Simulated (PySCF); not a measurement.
Hf(Cl)2(Me)2 (C2H6Cl2Hf), SMILES [CH3][Hf]([CH3])([Cl])[Cl], multiplicity 1. Geometry: PBE-D3(BJ)/def2-SVP. The multiplicity is an assumed one; other spin states were not compared. The def2 effective core potentials stand for the cores of Hf; spin–orbit coupling is left out.

The numbers are results of PBE-D3(BJ)/def2-SVP (PySCF 2.14.0), not measurements.

Harmonic wavenumbers (cm⁻¹): 84, 85, 89, 108, 122, 123, 137, 356, 363, 419, 475, 490, 504, 505, 519, 1122, 1126, 1337, 1339, 1346, 1346, 2937, 2939, 3039, 3041, 3042, 3043. Rotational constants (GHz): 2.007, 1.273, 1.106; symmetry number 2.

Work out the zero-point energy and the ideal-gas rigid-rotor harmonic-oscillator thermochemistry at 298.15 K and 1 atm.

ZPE = ½ Σ hcν = ½ × 30035 cm⁻¹ = 179.65 kJ/mol. H − E(el) = 208.63 kJ/mol. Entropy in J/(mol K): translation 179.00, rotation 116.08, vibration 126.36, total 421.44. G − E(el) = 82.98 kJ/mol. Cp = 139.71 J/(mol K). Modes under 150 cm⁻¹ make the vibrational entropy uncertain.
